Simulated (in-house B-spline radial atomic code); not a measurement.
RPA and G0W0 for S⁺, [Ne] 3s2 3p3, highest spin, as one setting changes: the radius of a hard wall (bohr). Start: PBE0. A dash marks a level of low quasi-particle weight. Computed with an all-electron radial atomic-structure program (B-spline basis): all electrons, non-relativistic, point nucleus, each spin shell either full or empty, empty states to l = 9 with an (l + 1/2)⁻⁴ tail; G0W0 by contour deformation at full frequency.

```csv
radius of a hard wall (bohr),mean-field level (eV),G0W0 level (eV),RPA correlation (Eh)
2,26.227,3p up 19.145,-0.9581
2.5,-0.098,3p up -6.067,-0.90245
3,?,?,?
3.5,-15.476,3p up -20.281,-0.85871
4,-17.650,3p up -22.132,-0.85134
5,-19.122,3p up -23.236,-0.84649
6,-19.424,3p up -23.388,-0.84561
8,?,?,?
12,-19.491,3p up -23.390,-0.8453
```

(1) What belongs in the row for 3?

(2) What belongs in the row for 8?

## Answers

(1) mean-field level (eV): -10.754; G0W0 level (eV): 3p up -16.028; RPA correlation (Eh): -0.87371.

(2) mean-field level (eV): -19.489; G0W0 level (eV): 3p up -23.393; RPA correlation (Eh): -0.84539.
